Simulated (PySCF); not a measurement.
PySCF input file for Al(H)(NCO)(OH) (CH2AlNO2), SMILES O=C=[N][AlH][OH], PBE0-D3(BJ)/def2-SVP. Coordinates come from a PBE0-D3(BJ)/def2-SVP optimisation. Other conformers were not sampled.

```python
import numpy as np
from pyscf import gto, scf, dft, df
from pyscf.hessian import thermo

mol = gto.M(
    atom='''
    Al   -0.52261151   -1.17773551    0.00000000
    H    -1.99819896   -1.69978039   -0.00000001
    N    -0.15823563    0.56435580    0.00000000
    C     0.04915086    1.74746982   -0.00000000
    O     0.25449945    2.89759312   -0.00000000
    O     0.73621428   -2.30827784   -0.00000000
    H     1.67918300   -2.13948973    0.00000000
    ''',
    basis='def2-SVP',
    charge=0,
    spin=0,
    max_memory=1600,
    verbose=3,
)
mf = dft.RKS(mol, xc='pbe0').density_fit(auxbasis='def2-universal-jkfit')
mf.disp = 'd3bj'
mf.grids.level = 3
mf.conv_tol = 1e-11
mf.max_cycle = 100
mf.kernel()

# [left out here: the lines that compute and print the analytic Hessian (its translational invariance restored by hand, since the grid's response is missing), thermochemistry and intensities]
```

It prints:

```
converged SCF energy = -486.408432961009

WARN: DFTD3 does not support analytical Hessian, using finite difference


WARN: Mole.unit (angstrom) is changed to Bohr

Mode                                 0                   1                   2
Irrep
Freq [cm^-1]                       73.8669            109.3007            245.5942
Reduced mass [au]                   8.2073              6.6984              4.7523
Force const [Dyne/A]                0.0264              0.0471              0.1689
Char temp [K]                     106.2780            157.2593            353.3554
Normal mode                   x     y     z       x     y     z       x     y     z
       0  Al                 0.03  0.02 -0.00    0.00  0.00 -0.04    0.08  0.01  0.00
       1   H                -0.02  0.15 -0.00    0.00  0.00 -0.27    0.09 -0.01  0.00
       2   N                 0.17 -0.01  0.00   -0.00  0.00  0.21   -0.13  0.06 -0.00
       3   C                 0.02  0.02  0.00   -0.00 -0.00  0.05   -0.05  0.05 -0.00
       4   O                -0.12  0.05 -0.00    0.00 -0.00 -0.11    0.03  0.04  0.00
       5   O                -0.08 -0.09 -0.00    0.00  0.00 -0.03   -0.03 -0.12 -0.00
       6   H                -0.06 -0.19  0.00    0.00 -0.00  0.12    0.01 -0.39  0.00
Mode                                 3                   4                   5
Irrep
Freq [cm^-1]                      384.4131            505.3456            517.3428
Reduced mass [au]                   1.2899              1.2287              1.9996
Force const [Dyne/A]                0.1123              0.1849              0.3153
Char temp [K]                     553.0849            727.0798            744.3410
Normal mode                   x     y     z       x     y     z       x     y     z
       0  Al                -0.00  0.00  0.05   -0.00 -0.00  0.08   -0.03 -0.06 -0.00
       1   H                 0.00 -0.00 -0.12    0.00  0.00 -0.85   -0.03 -0.04  0.00
       2   N                 0.00 -0.00 -0.04   -0.00  0.00 -0.04    0.00  0.05  0.00
       3   C                 0.00 -0.00 -0.02   -0.00  0.00 -0.02    0.00  0.07  0.00
       4   O                -0.00 -0.00  0.01    0.00  0.00  0.01    0.02  0.08 -0.00
       5   O                -0.00  0.00 -0.09    0.00 -0.00 -0.02    0.03 -0.12 -0.00
       6   H                 0.00 -0.00  0.87   -0.00  0.00 -0.29   -0.10  0.68  0.00
Mode                                 6                   7                   8
Irrep
Freq [cm^-1]                      579.4977            640.6149            651.3009
Reduced mass [au]                   2.4839             12.0418             12.6438
Force const [Dyne/A]                0.4915              2.9116              3.1600
Char temp [K]                     833.7682            921.7021            937.0769
Normal mode                   x     y     z       x     y     z       x     y     z
       0  Al                -0.06 -0.10  0.00    0.01  0.01 -0.00    0.00  0.00 -0.00
       1   H                 0.03 -0.35 -0.00    0.00  0.02  0.00   -0.00  0.00  0.02
       2   N                 0.03  0.04  0.00   -0.10  0.01 -0.00   -0.00  0.00  0.10
       3   C                 0.05  0.06  0.00    0.24 -0.05  0.00    0.00 -0.00 -0.24
       4   O                 0.00  0.09 -0.00   -0.09  0.01 -0.00   -0.00  0.00  0.09
       5   O                 0.03  0.04  0.00   -0.00 -0.01 -0.00    0.00 -0.00  0.00
       6   H                 0.11 -0.49 -0.00   -0.01  0.07  0.00   -0.00  0.00 -0.02
Mode                                 9                  10                  11
Irrep
Freq [cm^-1]                      689.8735            901.2803           1522.0435
Reduced mass [au]                   1.1621              8.3381             14.7888
Force const [Dyne/A]                0.3259              3.9906             20.1854
Char temp [K]                     992.5744           1296.7416           2189.8818
Normal mode                   x     y     z       x     y     z       x     y     z
       0  Al                 0.01  0.05  0.00   -0.09  0.09 -0.00    0.00  0.02  0.00
       1   H                 0.33 -0.84 -0.00   -0.04 -0.06 -0.00    0.01  0.01  0.00
       2   N                 0.02 -0.01  0.00    0.01  0.00  0.00   -0.04 -0.20 -0.00
       3   C                -0.00 -0.01  0.00   -0.00 -0.01  0.00   -0.01 -0.03  0.00
       4   O                -0.00 -0.02  0.00   -0.00 -0.02  0.00    0.03  0.16  0.00
       5   O                -0.05 -0.01 -0.00    0.14 -0.11  0.00    0.00 -0.00 -0.00
       6   H                -0.08  0.16 -0.00    0.16 -0.20 -0.00    0.00 -0.00  0.00
Mode                                12                  13                  14
Irrep
Freq [cm^-1]                     2035.3689           2458.3069           3992.0295
Reduced mass [au]                   1.0449             12.6474              1.0682
Force const [Dyne/A]                2.5503             45.0323             10.0301
Char temp [K]                    2928.4427           3536.9563           5743.6416
Normal mode                   x     y     z       x     y     z       x     y     z
       0  Al                -0.03 -0.01 -0.00   -0.00  0.00 -0.00    0.00 -0.00 -0.00
       1   H                 0.92  0.33  0.00    0.02  0.01  0.00    0.00  0.00  0.00
       2   N                 0.00  0.00 -0.00   -0.02 -0.11  0.00    0.00 -0.00  0.00
       3   C                -0.00 -0.00 -0.00    0.04  0.24 -0.00    0.00  0.00 -0.00
       4   O                 0.00  0.00 -0.00   -0.02 -0.09  0.00   -0.00 -0.00 -0.00
       5   O                 0.00 -0.00 -0.00   -0.00  0.00  0.00   -0.06 -0.01 -0.00
       6   H                -0.00  0.00 -0.00   -0.00 -0.00  0.00    0.95  0.15  0.00
temperature 298.1500 [K]
pressure 101325.00 [Pa]
Rotational constants [GHz] 20.77945 1.65382 1.53189
Symmetry number 1
Zero-point energy (ZPE) 0.03487 [Eh]   91551.284 [J/mol]
                           tot       elec      trans        rot        vib
Entropy [J/mol/K]       328.871      0.000    164.445    109.685     54.741
Cv [J/mol/K]             83.553      0.000     12.472     12.472     58.609
Cp [J/mol/K]             91.867      0.000     20.786     12.472     58.609
Internal energy [J/mol]                      3718.434   3718.434 100404.772
Internal energy [Eh]   -486.36736  -486.40843
Enthalpy [J/mol]                             6197.391   3718.434 100404.772
Enthalpy [Eh]          -486.36641
Gibbs free energy [J/mol]                  -42831.941 -28984.079  84083.737
Gibbs free energy [Eh] -486.40376
mode   freq/cm-1   IR/(km/mol)
   1       73.87         0.969
   2      109.30         2.274
   3      245.59        38.049
   4      384.41       223.883
   5      505.35        87.752
   6      517.34        61.736
   7      579.50       147.831
   8      640.61        36.832
   9      651.30        41.859
  10      689.87       294.993
  11      901.28       133.445
  12     1522.04        34.882
  13     2035.37       132.422
  14     2458.31      1438.589
  15     3992.03       111.889
max |gradient| / (hartree/bohr): 8.064849447321102e-05
APT charges: [ 1.6879 -0.3421 -1.2862  1.3349 -0.808  -0.9234  0.3368]
```

Self-consistency was reached.
